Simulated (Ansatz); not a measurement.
Cost and result for the atomization energy of H9NOSi3 (`N[SiH](O)[SiH2][SiH3]`) (14 atoms, 13 bonds).

Cartesian coordinates in Å:
```
N 1.235 -1.829 1.599
Si 0.640 -0.319 1.056
O -0.763 0.121 1.808
Si 0.036 -0.252 -1.205
Si -1.200 1.671 -1.693
H 0.825 -2.710 1.341
H 2.176 -1.928 1.938
H 1.746 0.632 1.366
H -0.774 0.056 2.766
H -0.775 -1.459 -1.544
H 1.266 -0.289 -2.048
H -1.478 1.784 -3.151
H -2.495 1.644 -0.963
H -0.440 2.879 -1.270
```

Total charge 0; spin multiplicity 1. The geometry is a stationary point of PBE0-D4/def2-TZVP. It is one conformer, not always the lowest. Program: Ansatz. All runs use 2 threads of an AMD EPYC 7R13 on a shared host and a share of an NVIDIA H100 80 GB. Times are those of one run each, without the atoms' runs, and a repeat can differ threefold. Electronic energies, without spin–orbit coupling; frozen cores. CCSD(T)/CBS adds CCSD(T) − MP2 in def2-TZVPP to the MP2 limit, and its time is that of the two runs behind it. T1 = 0.013. B3LYP takes the VWN-RPA correlation (the form of Gaussian; ORCA's B3LYP/G).

CCSD(T)/CBS is a level of theory with its own doubt, some kJ/mol a heavy atom from the limit and from the frozen cores, so smaller differences don't rank the functionals.

| level | functions | wall time |
| --- | --- | --- |
| PBE0-D4/def2-TZVPP | 314 | 4.4 s |
| PBE-D4/def2-TZVPP (with forces) | 314 | 5.5 s |
| B3LYP-D4/def2-TZVPP (with forces) | 314 | 5.5 s |
| B2PLYP/def2-TZVPP | 314 | 5.5 s |
| r2SCAN-D4/def2-TZVPP (with forces) | 314 | 6 s |
| ωB97X-V/def2-TZVPP | 314 | 7 s |
| MP2/def2-QZVPP | 594 | 7 s |
| ωB97M-V/def2-TZVPP (with forces) | 314 | 9 s |
| CCSD(T)/def2-TZVPP | 314 | 11 s |
| CCSD(T)/CBS(def2) | – | 18 s |

(1) What atomization energy does each give, and how far from CCSD(T)/CBS? (Best estimate.)

Answers

(1) The calculation gave: 
```json
{"level": "PBE0-D4/def2-TZVPP", "atomization (kcal/mol)": "1070.7", "difference from CCSD(T)/CBS": "-15.9", "per bond": "-1.2"}
{"level": "PBE-D4/def2-TZVPP (with forces)", "atomization (kcal/mol)": "1082.2", "difference from CCSD(T)/CBS": "-4.4", "per bond": "-0.3"}
{"level": "B3LYP-D4/def2-TZVPP (with forces)", "atomization (kcal/mol)": "1083.1", "difference from CCSD(T)/CBS": "-3.5", "per bond": "-0.3"}
{"level": "B2PLYP/def2-TZVPP", "atomization (kcal/mol)": "1067.3", "difference from CCSD(T)/CBS": "-19.3", "per bond": "-1.5"}
{"level": "r2SCAN-D4/def2-TZVPP (with forces)", "atomization (kcal/mol)": "1080.7", "difference from CCSD(T)/CBS": "-5.9", "per bond": "-0.5"}
{"level": "ωB97X-V/def2-TZVPP", "atomization (kcal/mol)": "1092.3", "difference from CCSD(T)/CBS": "5.7", "per bond": "0.4"}
{"level": "MP2/def2-QZVPP", "atomization (kcal/mol)": "1074.7", "difference from CCSD(T)/CBS": "-11.9", "per bond": "-0.9"}
{"level": "ωB97M-V/def2-TZVPP (with forces)", "atomization (kcal/mol)": "1084.7", "difference from CCSD(T)/CBS": "-1.9", "per bond": "-0.1"}
{"level": "CCSD(T)/def2-TZVPP", "atomization (kcal/mol)": "1053.5", "difference from CCSD(T)/CBS": "-33.1", "per bond": "-2.5"}
{"level": "CCSD(T)/CBS(def2)", "atomization (kcal/mol)": "1086.6", "difference from CCSD(T)/CBS": "0.0", "per bond": "0.0"}
```

From PBE to PBE0 (25 % exact exchange), in def2-TZVPP and without D4, the atomization energy moves by −10.4 kcal/mol: exact exchange takes away binding that semilocal exchange gives to molecules. In def2-TZVPP, CCSD(T) changes the Hartree–Fock value by +267.1 kcal/mol (the triples alone add +12.5 kcal/mol) and MP2 by +268.4 kcal/mol; breaking electron pairs costs correlation energy, which Hartree–Fock lacks. The D4 term adds +12.7 kcal/mol with B3LYP and +6.8 kcal/mol with PBE0; it sums over pairs of atoms, weighted by their polarisabilities, and B3LYP, whose exchange is more repulsive, gets the larger term.
